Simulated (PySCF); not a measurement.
# Polarisability and C₆ of N (nitrogen, neutral)

[He] 2s2 2p3, high-spin 4S determinant. All numbers are calculated (PySCF 2.14, the non-relativistic Hamiltonian (point nucleus), in def2-QZVPPD). Coupled (time-dependent) response in atomic units; α is the mean over directions.

| method | mean α (bohr³) | C₆ (like pair) | S(−4) |
| --- | --- | --- | --- |
| UHF | 7.158 | 23.19 | 28.24 |
| PBE | 8.115 | 27.72 | 35.73 |
| PBE0 | 7.685 | 25.85 | 30.97 |
| TPSS | 7.955 | 27.27 | 33.28 |
| B97-3 | 7.416 | 24.75 | 27.88 |

S(−4) is the Cauchy moment in α(ω) = α(0) + S(−4) ω² + …

Reference α: 7.4 ± 0.2 bohr³ (recommended; Schwerdtfeger and Nagle, table of static dipole polarizabilities (2023 update)). Published C₆: 24.20 (Chu and Dalgarno (2004); Tang, Norbeck and Certain (1976)).

α(iu) at B97-3:

```json
{"u (hartree)": "0", "α(iu) (bohr³)": "7.416"}
{"u (hartree)": "0.0500", "α(iu) (bohr³)": "7.347"}
{"u (hartree)": "0.100", "α(iu) (bohr³)": "7.151"}
{"u (hartree)": "0.200", "α(iu) (bohr³)": "6.491"}
{"u (hartree)": "0.300", "α(iu) (bohr³)": "5.684"}
{"u (hartree)": "0.500", "α(iu) (bohr³)": "4.215"}
{"u (hartree)": "0.750", "α(iu) (bohr³)": "2.945"}
{"u (hartree)": "1.00", "α(iu) (bohr³)": "2.145"}
{"u (hartree)": "1.50", "α(iu) (bohr³)": "1.268"}
{"u (hartree)": "2.00", "α(iu) (bohr³)": "0.8313"}
{"u (hartree)": "3.00", "α(iu) (bohr³)": "0.4335"}
{"u (hartree)": "5.00", "α(iu) (bohr³)": "0.1790"}
```
